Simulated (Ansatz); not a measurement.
A structure relaxed at PBE-D4/def2-TZVPD in Ansatz, charge -1, singlet:

```xyz
8

In   -0.101   -0.259   -1.013
C     0.115    0.295    1.154
H     0.448    1.341    1.259
H     0.856   -0.352    1.651
H    -0.846    0.186    1.684
H    -0.596   -1.986   -1.130
H     1.478   -0.016   -1.841
H    -1.355    0.790   -1.764
```

**Question.** Give its formula, name or SMILES and point group.

**Answer.** [InMeH3]- (CH6In⁻). Point group C3v (tolerance 0.1 Å).

**Question.** Summarise the bond lengths by kind (pairs closer than 1.2 times the sum of covalent radii, bridged metal pairs left out).

**Answer.** 1 × C–In 2.25 Å; 3 × H–In 1.80 Å; 3 × C–H 1.10 Å.

In the def2 sets In takes a core potential; there is no spin–orbit coupling.
